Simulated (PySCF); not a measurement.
A PySCF script (with the pyscf-properties extension) for the NMR shieldings of SMILES C#C[C@@H](C=O)[AlH2-][NH3+], C4H8AlNO, on a GFN2-xTB geometry:

```python
import basis_set_exchange as bse
import numpy as np
from pyscf import gto, dft
from pyscf.prop import nmr

atoms = """
C    -1.401981    1.415496    1.327120
C    -1.241322    0.362146    0.765309
C    -1.028785   -0.890464    0.098898
C    -0.976602   -0.861637   -1.330726
O    -0.538071    0.064688   -2.021508
Al    1.016873   -0.768497    0.735633
N     1.438030    0.823960   -0.399471
H    -1.645158    2.322444    1.796249
H    -1.641283   -1.691327    0.508519
H    -1.317267   -1.781109   -1.836252
H     1.845280   -1.921945    0.116217
H     1.167189   -0.361990    2.212629
H     2.323637    0.820748   -0.903061
H     1.327303    1.738805    0.037244
H     0.667743    0.736672   -1.128711
"""
names = dict.fromkeys(["C", "O", "Al", "N", "H"], "pcSseg-1")
basis = {el: gto.basis.parse(bse.get_basis(n, elements=[el], fmt="nwchem")) for el, n in names.items()}
mol = gto.M(atom=atoms, basis=basis, charge=0, verbose=0)
mf = dft.RKS(mol, xc="PBE0")
mf.grids.level = 2
mf.grids.alignment = dft.numint.BLKSIZE   # the property module wants whole blocks of grid points
mf.conv_tol = 1e-9
mf.kernel()

calc = nmr.RKS(mf)   # GIAO
C = mf.mo_coeff
Co = C[:, mf.mo_occ > 0]
resp = mf.gen_response(singlet=True, hermi=2)
def vind(x):   # induced exchange potential for any number of trial vectors
    d = np.einsum("pi,xij,qj->xpq", C, 2 * x.reshape(-1, C.shape[1], Co.shape[1]), Co, optimize=True)
    return np.einsum("xpq,pi,qj->xij", resp(d - d.transpose(0, 2, 1)), C, Co, optimize=True).ravel()
mo1, _ = nmr.rhf.solve_mo1(calc, with_cphf=vind)
sigma = calc.kernel(mo1)
for i, s in enumerate(sigma):   # ppm
    print("%2d %-2s %9.2f" % (i, mol.atom_pure_symbol(i), np.trace(s) / 3))
```

**Question.** Give the expected output.

**Answer.** 
```
 0 C     103.41
 1 C      98.98
 2 C     144.54
 3 C     -22.99
 4 O    -196.29
 5 Al    433.60
 6 N     238.35
 7 H      29.42
 8 H      28.03
 9 H      22.14
10 H      27.58
11 H      27.53
12 H      30.12
13 H      29.45
14 H      22.30
```

These numbers come from an equivalent density-fitted implementation of the same equations, which agrees with the script to about 0.01 ppm for H and up to a few tenths of a ppm for heavy atoms, so last digits may differ.

Size and cost of the density-fitted run: 166 basis functions, 51 s wall time on 1 thread of an Intel Xeon, shared host; peak memory 0.75 GiB.
